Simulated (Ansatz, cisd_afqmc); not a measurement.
Species: I, charge 0, doublet.

Total energies in def2-QZVPPD, 7 correlated electrons, 9 frozen orbitals. Open shells are spin-unrestricted; no spin-orbit coupling. Cores are frozen in correlated methods (noble-gas shells, and filled d and f shells in the p block). Past Kr the def2 sets carry scalar-relativistic core potentials. AFQMC is phaseless with a CISD trial state; ± is one standard error, without the phaseless bias. Outlying blocks are dropped, and bars are widened where a walk drifts. Over all cases where full CI ran beside it in this data, AFQMC minus full CI had a median of +0.1 mEh and passed +0.4 mEh in a tenth of the cases. Spin-orbit terms, left out, reach several kcal/mol for Br and I, and more for heavier atoms.

```json
[
 {"method": "HF", "program": "Ansatz", "energy (Eh)": "-296.65974", "minus CCSDT(Q) (mEh)": "154.85"},
 {"method": "MP2", "program": "Ansatz", "energy (Eh)": "-296.79025", "minus CCSDT(Q) (mEh)": "24.34"},
 {"method": "CCSD", "program": "Ansatz", "energy (Eh)": "-296.80829", "minus CCSDT(Q) (mEh)": "6.30"},
 {"method": "CCSD(T)", "program": "Ansatz", "energy (Eh)": "-296.81378", "minus CCSDT(Q) (mEh)": "0.81"},
 {"method": "CCSDT(Q)", "program": "Ansatz", "energy (Eh)": "-296.81459", "minus CCSDT(Q) (mEh)": "0.00"},
 {"method": "AFQMC/CISD", "program": "cisd_afqmc", "energy (Eh)": "-296.8142 ± 0.0002", "minus CCSDT(Q) (mEh)": "0.4 ± 0.2"}
]
```

Ansatz is an electronic-structure program.
